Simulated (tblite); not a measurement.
Species: C6H9N2 (doublet state).
Atom-mapped SMILES: `[H]/[N:2]=[CH:3]\[C@@:4]1([NH:5])[CH2:6][C@@H:7]2[CH2:8][C@H:9]12` (hydrogens: H1 on N2; H10 on C3; H11 on N5; H12, H13 on C6; H14 on C7; H15, H16 on C8; H17 on C9)
Bond orders are those of one Lewis drawing.

Computed with GFN2-xTB (tblite), gas phase: L-BFGS steps from a force-field or distance-geometry start until the largest atomic force falls under 0.01 eV/Å.

Step 21: E = -629.0444 eV
```
atom  x, y, z in Å  |  force x, y, z in eV/Å
H1      2.7169    0.0766   -1.2228   -0.008  -0.070   0.036
N2      2.7599   -0.6266   -0.4901   -0.032  -0.022   0.026
C3      1.7848   -0.7276    0.2757   -0.067   0.043  -0.016
C4      0.4955    0.1205    0.2484    0.074   0.043  -0.004
N5      0.9505    1.2120    0.9616   -0.021  -0.003   0.048
C6     -0.0740    0.3786   -1.1749    0.057   0.025   0.032
C7     -1.3675   -0.2886   -0.7285    0.020  -0.041  -0.014
C8     -1.9064    0.3884    0.4936   -0.068   0.044  -0.061
C9     -0.8013   -0.6133    0.6272    0.019   0.007   0.009
H10     1.8460   -1.4241    1.1089   -0.039   0.076  -0.089
H11     0.7263    1.1426    1.9505    0.065  -0.002   0.030
H12    -0.1432    1.4313   -1.4460    0.010  -0.030  -0.013
H13     0.4580   -0.1773   -1.9466   -0.070   0.031  -0.008
H14    -1.9822   -0.8976   -1.3689    0.011  -0.042  -0.035
H15    -1.7036    1.4359    0.6548    0.091   0.053   0.008
H16    -2.8870    0.0890    0.8253   -0.071  -0.099   0.027
H17    -0.8797   -1.5078    1.2220    0.028  -0.015   0.024
```

Step 22: E = -629.0468 eV
```
atom  x, y, z in Å  |  force x, y, z in eV/Å
H1      2.7225    0.0693   -1.2201   -0.003  -0.053   0.013
N2      2.7622   -0.6314   -0.4855   -0.034  -0.017   0.018
C3      1.7839   -0.7271    0.2768   -0.063   0.026  -0.017
C4      0.4965    0.1205    0.2470    0.023   0.083  -0.006
N5      0.9516    1.2125    0.9592    0.005   0.021   0.045
C6     -0.0760    0.3825   -1.1751    0.049   0.008   0.041
C7     -1.3667   -0.2915   -0.7284    0.017  -0.026  -0.014
C8     -1.9108    0.3864    0.4889   -0.039   0.030   0.019
C9     -0.8013   -0.6111    0.6299    0.007  -0.016  -0.057
H10     1.8424   -1.4209    1.1110   -0.039   0.049  -0.054
H11     0.7405    1.1415    1.9508    0.052  -0.014   0.027
H12    -0.1473    1.4366   -1.4419   -0.008  -0.034   0.008
H13     0.4532   -0.1640   -1.9549   -0.049   0.003   0.009
H14    -1.9804   -0.9026   -1.3665    0.012  -0.063  -0.061
H15    -1.7072    1.4336    0.6473    0.076   0.078   0.016
H16    -2.8894    0.0849    0.8282   -0.041  -0.086  -0.005
H17    -0.8807   -1.5073    1.2232    0.036   0.010   0.020
```

Task: Estimate the geometry and energy of step 23. (The exact step hangs on the optimiser's Hessian estimate; all steps are aligned on step 22, rigid shifts and turns removed.)

Result: E = -629.0485 eV, largest force 0.098 eV/Å
```
atom  x, y, z in Å  |  force x, y, z in eV/Å
H1      2.7270    0.0628   -1.2177    0.002  -0.032  -0.013
N2      2.7634   -0.6353   -0.4815   -0.031  -0.017   0.006
C3      1.7821   -0.7261    0.2773   -0.044   0.013  -0.014
C4      0.4975    0.1217    0.2459   -0.035   0.091   0.001
N5      0.9541    1.2127    0.9582    0.020   0.045   0.033
C6     -0.0769    0.3856   -1.1746    0.011  -0.005   0.030
C7     -1.3659   -0.2943   -0.7287    0.002  -0.003  -0.011
C8     -1.9148    0.3854    0.4856    0.002   0.007   0.062
C9     -0.8013   -0.6097    0.6309   -0.006  -0.019  -0.079
H10     1.8388   -1.4172    1.1120   -0.043   0.014  -0.011
H11     0.7523    1.1407    1.9514    0.042  -0.025   0.030
H12    -0.1515    1.4400   -1.4383   -0.018  -0.022   0.018
H13     0.4486   -0.1536   -1.9613   -0.021  -0.021   0.020
H14    -1.9790   -0.9072   -1.3661    0.027  -0.061  -0.062
H15    -1.7083    1.4330    0.6423    0.043   0.055   0.015
H16    -2.8921    0.0800    0.8296    0.006  -0.055  -0.033
H17    -0.8807   -1.5063    1.2250    0.041   0.033   0.008
```

The energy changes by -0.0018 eV. The first-order estimate −F·Δx gives -0.0025 eV and the mean of the old and new forces, exact on a quadratic surface, -0.0018 eV. The step makes an angle of 69° with the force vector and moves no atom by more than 0.013 Å.

What follows is the cost of the whole relaxation. Hardware: one thread of an Intel Xeon at 2.60 GHz, on a shared host. Cost: 0.71 s wall.
